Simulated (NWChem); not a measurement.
# CH3AlFI; SMILES [CH3][Al]([F])[I]

All runs: NWChem. Geometry: optimised at PBE0/def2-SVP. No frequency run checked for a minimum. def2 effective core potentials on I; no spin-orbit coupling. Ions are spin-unrestricted doublets at the neutral geometry; other ion states weren't tried.

Estimate the computed values for CAM-B3LYP/def2-SVP. Quantities: vertical ionisation energy, ΔSCF (eV); −ε(HOMO) (eV).


```json
{
 "vertical ionisation energy, ΔSCF (eV)": "10.16",
 "−ε(HOMO) (eV)": "8.98"
}
```
